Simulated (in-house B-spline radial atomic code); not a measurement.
## V4+: [Ar] 3d1

Computed with a B-spline radial code for spherical atoms: non-relativistic LDA PW92, spin-polarised, spherical fractional occupations, point nucleus.

Z_r = [3n² - l(l+1)]/(2<r>); Z_e = n√(-2ε); the last column is Slater's effective charge. Values are occupation-weighted means over spin.

| shell | electrons | ε (eV) | <r> (bohr) | Z_r | Z_e | Slater |
| --- | --- | --- | --- | --- | --- | --- |
| 1s | 2 | -5368.2 | 0.06718 | 22.33 | 19.86 | 22.70 |
| 2s | 2 | -650.84 | 0.3118 | 19.24 | 13.83 | 18.85 |
| 2p | 6 | -558.74 | 0.2755 | 18.15 | 12.82 | 18.85 |
| 3s | 2 | -121.74 | 0.9305 | 14.51 | 8.97 | 11.75 |
| 3p | 6 | -96.194 | 0.9711 | 12.87 | 7.98 | 11.75 |
| 3d | 1 | -56.259 | 1.07 | 9.81 | 6.10 | 5.00 |

The least bound orbital is 3d up at -56.26 eV, and it is also the most diffuse (<r> = 1.07 bohr).
